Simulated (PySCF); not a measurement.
Dissociation curve of GaH, singlet.

Computed with: UKS-B3LYP/6-31G* = unrestricted B3LYP/6-31G*, spherical d (PySCF 2.14.0); RKS-B3LYP/6-31G* = restricted B3LYP/6-31G*, spherical d run with PySCF; RHF/6-31G* = restricted Hartree-Fock/6-31G*, spherical d in PySCF; UCCSD(T) = CCSD(T) on UHF/def2-TZVP, 9 core orbitals frozen run with PySCF.

Energies relative to the lowest point of each curve near equilibrium, in kJ/mol; the last columns give the difference from UCCSD(T):

```tsv
R / Å	UKS-B3LYP/6-31G*	RKS-B3LYP/6-31G*	RHF/6-31G*	UCCSD(T)	UKS-B3LYP/6-31G* − UCCSD(T)	RKS-B3LYP/6-31G* − UCCSD(T)	RHF/6-31G* − UCCSD(T)
1.35	87.9	87.9	86.5	76.4	11.5	11.5	10.1
1.43	46.3	46.3	44.1	37.4	8.8	8.8	6.7
1.51	20.4	20.4	18.3	14.4	6.0	6.0	3.9
1.56	10.3	10.3	8.6	6.1	4.3	4.3	2.5
1.63	2.3	2.3	1.4	0.5	1.8	1.8	0.9
1.68	0.0	0.0	0.0	0.0	0.0	0.0	0.0
1.74	0.3	0.3	1.5	2.3	-2.0	-2.0	-0.9
1.80	3.2	3.2	5.7	7.2	-4.0	-4.0	-1.5
1.86	8.2	8.2	12.2	14.0	-5.8	-5.8	-1.8
1.95	18.7	18.7	25.0	27.0	-8.3	-8.3	-2.0
2.08	38.1	38.1	48.0	49.3	-11.2	-11.2	-1.3
2.27	71.2	71.2	86.6	84.9	-13.7	-13.7	1.7
2.55	122.6	122.6	146.4	137.2	-14.7	-14.7	9.2
2.77	161.1	161.1	192.2	174.1	-13.0	-13.0	18.1
3.04	200.1	204.1	244.9	212.1	-12.0	-8.0	32.8
3.39	232.1	251.7	306.6	247.9	-15.8	3.8	58.8
3.71	250.3	287.4	356.4	265.5	-15.2	21.9	90.9
4.15	265.7	326.0	415.1	274.5	-8.8	51.5	140.6
4.52	273.2	350.6	456.5	276.9	-3.6	73.8	179.6
5.04	278.9	375.9	503.5	277.9	1.0	98.0	225.6
5.88	281.4	400.1	555.6	278.3	3.1	121.8	277.2
6.69	281.7	412.0	585.5	278.4	3.3	133.6	307.1
```

UKS-B3LYP/6-31G* is furthest from UCCSD(T) at 3.39 (-15.8 kJ/mol, below); its mean absolute difference over the points is 7.6 kJ/mol.

RKS-B3LYP/6-31G* is furthest from UCCSD(T) at 6.69 (133.6 kJ/mol, above); its mean absolute difference over the points is 28.1 kJ/mol.

RHF/6-31G* is furthest from UCCSD(T) at 6.69 (307.1 kJ/mol, above); its mean absolute difference over the points is 62.4 kJ/mol.

The unrestricted determinant behind UKS-B3LYP/6-31G* is spin-contaminated at 3.04 to 6.69 Å (<S²> up to 1.0, against 0.00 for a pure singlet). The restricted form behind RKS-B3LYP/6-31G*, RHF/6-31G* keeps the bonding electrons paired and can't separate into open-shell fragments. The unrestricted determinant behind UCCSD(T) is spin-contaminated at 1.35 to 1.51, 2.55 to 6.69 Å (<S²> up to 1.0, against 0.00 for a pure singlet).
